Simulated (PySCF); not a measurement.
Species: `C=C(C)/C=C/C1=CC1=C`. The columns A, B, C and D hold Mulliken, IAO, Hirshfeld and ESP-fitted charges (e) of one PBE0/pcSseg-1 density (PySCF), in a shuffled order. Coordinates in Å (PBE0-D3(BJ)/def2-SVP); the density's dipole moment is (-2.54, 0.78, 0.32) D.

| atom | x | y | z | A | B | C | D |
| --- | --- | --- | --- | --- | --- | --- | --- |
| C1 | -0.758 | 3.055 | -0.233 | -0.576 | -0.088 | -0.299 | -0.062 |
| C2 | -1.257 | 1.841 | 0.072 | +0.376 | +0.010 | +0.022 | -0.396 |
| C3 | -2.712 | 1.633 | 0.371 | -0.538 | -0.112 | -0.421 | -0.165 |
| C4 | -0.360 | 0.697 | 0.113 | -0.297 | -0.022 | -0.105 | -0.028 |
| C5 | -0.716 | -0.578 | 0.404 | -0.111 | -0.050 | -0.183 | -0.136 |
| C6 | 0.242 | -1.633 | 0.418 | +0.001 | +0.013 | +0.036 | +0.076 |
| C7 | 0.545 | -2.921 | 0.590 | -0.250 | -0.028 | -0.140 | -0.131 |
| C8 | 1.616 | -2.042 | 0.243 | +0.308 | -0.021 | +0.030 | -0.116 |
| C9 | 2.897 | -1.784 | -0.033 | -0.862 | -0.185 | -0.453 | -0.209 |
| H10 | -1.395 | 3.943 | -0.275 | +0.218 | +0.049 | +0.149 | +0.116 |
| H11 | 0.305 | 3.191 | -0.448 | +0.202 | +0.049 | +0.149 | +0.120 |
| H12 | -3.272 | 2.575 | 0.306 | +0.159 | +0.049 | +0.148 | +0.127 |
| H13 | -3.163 | 0.917 | -0.335 | +0.152 | +0.046 | +0.150 | +0.139 |
| H14 | -2.853 | 1.219 | 1.383 | +0.153 | +0.046 | +0.150 | +0.139 |
| H15 | 0.694 | 0.893 | -0.111 | +0.196 | +0.054 | +0.154 | +0.116 |
| H16 | -1.753 | -0.837 | 0.636 | +0.151 | +0.050 | +0.151 | +0.108 |
| H17 | 0.206 | -3.927 | 0.828 | +0.206 | +0.081 | +0.173 | +0.082 |
| H18 | 3.643 | -2.581 | -0.027 | +0.260 | +0.031 | +0.145 | +0.111 |
| H19 | 3.226 | -0.771 | -0.270 | +0.252 | +0.029 | +0.142 | +0.110 |

Question: Which column most likely holds the ESP-fitted charges?

Answer: A. Σ q r misses the density's dipole by 0.02 D (A), 0.13 D (C), 0.16 D (B), 1.78 D (D). Charges fitted to the outside potential are the only set here that is tied to the molecule's multipoles.

Question: And the Hirshfeld charges?

Answer: B. The mean sizes are 0.053 e (B), 0.131 e (D), 0.169 e (C), 0.277 e (A), and Hirshfeld charges are commonly the smallest of these schemes.

As computed, A = ESP-fitted, B = Hirshfeld, C = IAO, D = Mulliken. Hydrogens on carbon: ESP-fitted +0.15 to +0.26, Hirshfeld +0.03 to +0.08, IAO +0.14 to +0.17, Mulliken +0.08 to +0.14 e.

The Mulliken scheme counts on each atom the diagonal of the density matrix times the overlap matrix over that atom's basis functions. The IAO scheme counts the electrons in orthogonalised intrinsic atomic orbitals, a minimal basis polarised so that it spans the occupied orbitals exactly.

Geometry: PBE0-D3(BJ)/def2-SVP, one conformer, isolated molecule.

Conformer computed: `[CH2:1]=[C:2]([CH3:3])/[CH:4]=[CH:5]/[C:6]1=[CH:7][C:8]1=[CH2:9]`: C1–C2–C4–C5 180°, C4–C5–C6–C7 180°.
